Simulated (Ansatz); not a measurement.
`OC(O)(O)I`, relaxed with RKS PBE-D4/def2-SVP in the Gaussian-basis code of Ansatz from a rough embedded geometry. The force threshold is 0.03 eV/Å; the program also tests the step.

Total charge 0; spin multiplicity 1. I: def2 effective core potential.

Start:

```xyz
8

O     0.732   -0.184   -1.096
C     0.109    0.161    0.069
O     0.673   -0.520    1.136
O    -1.181   -0.157    0.036
I     0.294    2.199    0.320
H     0.024   -0.809   -1.519
H     0.998   -1.337    0.763
H    -1.649    0.646    0.291
```

Question: How much energy does the relaxation release, and in how many steps? (An estimate is asked.)

Answer: Computed: 1.04 eV, in 12 steps, 1 of them rejected.

Question: Which bonds change most? (Best estimate.)

Answer: Computed: C2–I5 from 2.061 to 2.468 Å; O1–H6 from 1.035 to 0.979 Å; C2–O3 from 1.386 to 1.348 Å; O3–H7 from 0.955 to 0.979 Å.

Question: Give the relaxed structure. (Estimate.)

Answer: The calculation gave: 
```xyz
8

O     0.511   -0.690   -1.116
C    -0.058   -0.171   -0.009
O     0.373   -0.754    1.129
O    -1.402   -0.100   -0.089
I     0.727    2.166    0.105
H     0.226   -0.150   -1.881
H     1.348   -0.673    1.157
H    -1.726    0.372    0.705
```
